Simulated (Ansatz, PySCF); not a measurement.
CH6ClFOSi2, SMILES [Si@@](O)(F)(Cl)[SiH2]C. Atoms are numbered in the order given.

```xyz
12

C      2.3566     1.5297    -0.2068
Si     1.8613    -0.2899    -0.2222
Si    -0.3957    -0.4012     0.3353
O     -0.6077     0.1494     1.8761
F     -1.0346    -1.8910     0.2019
Cl    -1.4882     0.7806    -0.9899
H      2.2363     1.9490     0.8041
H      1.7130     2.1002    -0.8944
H      3.4048     1.6601    -0.5177
H      2.6586    -1.0921     0.7507
H      2.0188    -0.8856    -1.5808
H     -1.5065     0.2852     2.2039
```
Charge 0, spin multiplicity 1.

Geometry optimised at B3LYP-D3(BJ)/def2-SVP. The structure was generated by enumeration; whether it is a known compound was not checked. Other conformers were not sampled.

Two levels are set side by side: PBE-D3(BJ)/def2-SVP (Ansatz, an electronic-structure program) and B3LYP-D3(BJ)/def2-SVP (Ansatz). Each level has its own optimised geometry; the coordinates shown are those of the second. Frequencies come from the Hessian of PySCF at each geometry. Differences are taken from unrounded values.

| quantity | B3LYP-D3(BJ) | PBE-D3(BJ) | PBE-D3(BJ) minus B3LYP-D3(BJ) |
|---|---|---|---|
| mean bond length (Å) | 1.530 | 1.539 | 0.009 |
| bond C1–Si2 (Å) | 1.886 | 1.891 | 0.005 |
| bond Si2–Si3 (Å) | 2.328 | 2.333 | 0.005 |
| bond Si3–O4 (Å) | 1.650 | 1.664 | 0.014 |
| bond Si3–F5 (Å) | 1.627 | 1.639 | 0.012 |
| bond Si3–Cl6 (Å) | 2.085 | 2.091 | 0.006 |
| bond C1–H7 (Å) | 1.101 | 1.108 | 0.007 |
| bond C1–H8 (Å) | 1.101 | 1.108 | 0.007 |
| bond C1–H9 (Å) | 1.101 | 1.108 | 0.007 |
| bond Si2–H10 (Å) | 1.492 | 1.505 | 0.013 |
| bond Si2–H11 (Å) | 1.492 | 1.505 | 0.013 |
| bond O4–H12 (Å) | 0.966 | 0.975 | 0.009 |
| highest harmonic wavenumber (cm⁻¹) | 3850 | 3739 | -111 |
| mean harmonic wavenumber (cm⁻¹) | 1073 | 1044 | -29 |
| zero-point energy (kcal/mol) | 46.02 | 44.76 | -1.26 |

Exact exchange shortens and stiffens bonds; PBE has none. Differences between two approximate levels are no errors against the true value.
